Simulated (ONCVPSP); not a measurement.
**Reading a pseudo-wave (B)**

Columns: radius, all-electron u(r) and pseudo u(r) of the 2s shell (level -25.26 eV) of boron in the configuration [He] 2s1.5; LDA (Perdew-Wang 92), scalar-relativistic, ONCV scheme, ONCVPSP 4.0.1.

```tsv
r (bohr)	all-electron	pseudo
0.054	-0.2145	0.0204
0.108	-0.3218	0.0420
0.162	-0.3551	0.0653
0.216	-0.3386	0.0910
0.270	-0.2890	0.1191
0.324	-0.2184	0.1498
0.378	-0.1354	0.1834
0.432	-0.0462	0.2203
0.486	0.0448	0.2605
0.540	0.1346	0.3037
0.594	0.2208	0.3490
0.648	0.3021	0.3953
0.702	0.3776	0.4416
0.756	0.4466	0.4871
0.810	0.5089	0.5317
0.864	0.5645	0.5753
0.918	0.6134	0.6173
0.972	0.6558	0.6567
1.026	0.6919	0.6920
1.080	0.7221	0.7221
1.134	0.7467	0.7467
1.188	0.7661	0.7660
1.242	0.7805	0.7805
1.296	0.7906	0.7905
1.350	0.7964	0.7964
1.404	0.7986	0.7986
```

Question: How many radial nodes do the two functions have?

Answer: The all-electron 2s function has n − l − 1 = 1; the pseudo-wave has 0, since the states of the same l below it are removed with the core.

Question: At about which radius was the pseudo-wave matched?

Answer: 1.08 bohr, where the columns begin to agree (steps of 0.05 bohr).

Question: Is the pseudo-wave norm-conserving?

Answer: Yes: the ONCV scheme keeps the norm inside the radius equal to the all-electron one, which fixes the energy derivative of the logarithmic derivative at the level.
